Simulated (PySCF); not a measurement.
Species: C2H8BN.
Numbering: `[CH3:1][BH:2][NH:3][CH3:4]` (hydrogens: H5, H6, H7 on C1; H8 on B2; H9 on N3; H10, H11, H12 on C4)

Method: PBE0-D3(BJ)/def2-SVP geometry optimisation, gas phase in PySCF 2.14.0.

(1) Give the optimised bond lengths and angles.

## Answers

(1) 
| bond | length (Å) | order |
| --- | --- | --- |
| C1–B2 | 1.574 | single |
| B2–N3 | 1.394 | single |
| N3–C4 | 1.440 | single |
| C1–H5, C1–H6, C1–H7 | 1.103 | single |
| B2–H8 | 1.216 | single |
| N3–H9 | 1.015 | single |
| C4–H10, C4–H11, C4–H12 | 1.102 | single |

Bonds in one row agree within 0.01 Å and their mean is given. Orders are formal, as drawn. A selection of angles:
| angle | degrees |
| --- | --- |
| B2–C1–H5 | 114.4 |
| B2–C1–H6 | 110.2 |
| H5–C1–H6 | 108.0 |
| H6–C1–H7 | 105.6 |
| C1–B2–N3 | 122.2 |
| C1–B2–H8 | 120.9 |
| N3–B2–H8 | 116.9 |
| B2–N3–C4 | 127.4 |
| B2–N3–H9 | 118.6 |
| C4–N3–H9 | 114.1 |
| N3–C4–H10 | 112.0 |
| N3–C4–H11 | 109.3 |
| H10–C4–H11 | 107.9 |

Dihedral angles: C1–B2–N3–C4 180° (antiperiplanar).

B2 (three-coordinate boron) is planar (angles 122.2°, 120.9° and 116.9°, sum 360.0°, 0.00 Å off the plane of its three neighbours). Of the pairs four or more bonds apart, H8···H11 is among the closest relative to their van der Waals radii: 2.42 Å, 101 % of the sum of Bondi's values. N3 (boron-bound nitrogen) is planar (angles 127.4°, 118.6° and 114.1°, sum 360.0°, 0.00 Å off the plane of its three neighbours). The 4 heavy atoms lie in one plane (0.002 Å rms).

Point group: Cs (tolerance 0.08 Å). No frequency check. One conformer, not necessarily the lowest.
